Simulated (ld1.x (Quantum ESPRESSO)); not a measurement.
# gadolinium (Gd): excitation energies, all-electron against TM semilocal

* Element: gadolinium (Gd)
* Generator: ld1.x (Quantum ESPRESSO) 7.5
* Type: norm-conserving Troullier–Martins (semilocal form)
* Functional: PBEsol
* Relativity: non-relativistic
* Frozen core: [Kr] 4d10
* Valence charge: 18
* Reference configuration: 4f7 5s2 5p6 5d1.5 6s1.5 6p0
* Partial waves: 5s (bound): rc 1.85 bohr; 5d (bound): rc 2.30 bohr; 4f (bound): rc 1.10 bohr; 5p (bound): rc 1.50 bohr
* Local potential: the p channel
* Core correction: none

Occupied shells without a wave of their own: 6s. They enter only through the test configuration that unscreens the potential.

Energies are relative to the spin-unpolarised reference configuration 4f7 5s2 5p6 5d1.5 6s1.5 6p0; without spin polarisation the order of configurations can differ from experiment. Not all tests gave a result: 1 of 7 tests not solved or not reliable (1 of them converged, to errors over 20 eV). Left out of the table: 4f7 5s2 5p6 5d0 6s2 6p1 (converged, but collapsed or in another state, printed error -35.5 eV). The frozen-core shift is the all-electron ΔE with the core orbitals held at their reference shape minus the fully relaxed ΔE.

| valence configuration | charge | ΔE all-electron (eV) | error AE − PS (meV) | frozen-core shift (meV) |
| --- | --- | --- | --- | --- |
| 4f7 5s2 5p6 5d1 6s1 6p0 | +1 | 5.869 | -143 | 0.0 |
| 4f7 5s2 5p6 5d1 6s0 6p0 | +2 | 17.111 | -580 | -0.1 |
| 4f7 5s2 5p6 5d2 6s0 6p0 | +1 | 5.794 | -369 | 0.0 |
| 4f8 5s2 5p6 5d0 6s1 6p0 | +1 | -1.626 | -297 | +152 |

**Question.** What are ΔE and the potential's error for 4f7 5s2 5p6 5d2 6s1 6p0?

**Answer.** ΔE = 0.470 eV all-electron; the error (AE − PS) is -89 meV.

**Question.** What are ΔE and the potential's error for 4f7 5s2 5p6 5d1 6s2 6p0?

**Answer.** ΔE = -0.322 eV all-electron; the error (AE − PS) is +108 meV.

Levels in the configuration 4f7 5s2 5p6 5d1 6s2 6p0:

| level | all-electron (eV) | pseudo (eV) |
| --- | --- | --- |
| 4f | -13.116 | -12.957 |
| 5s | -43.687 | -43.587 |
| 5p | -26.543 | -26.458 |
| 5d | -3.323 | -3.269 |
| 6s | -3.800 | -3.985 |

These tests converged, but a pseudo level misses the all-electron one widely, so the file describes the atom poorly there or has found another state: 4f7 5s2 5p6 5d1 6s1 6p0: empty 6p by 4.0 eV; 4f7 5s2 5p6 5d2 6s0 6p0: empty 6p by 3.4 eV; 4f8 5s2 5p6 5d0 6s1 6p0: empty 6p by 3.8 eV. ld1.x printed “convergence not achieved” for 6 of the counted tests; their residual had stalled under 1e-8, short of the target of 1e-14. The 6s level has no wave, so the channel is fitted at the deeper level alone: the likely source of the large errors. A variational frozen-core shift is positive and of second order in the change. This column holds negative values, so the frozen-core run of ld1.x carries numerical noise or an error of first order here, and the column gives no more than the rough size of the effect.
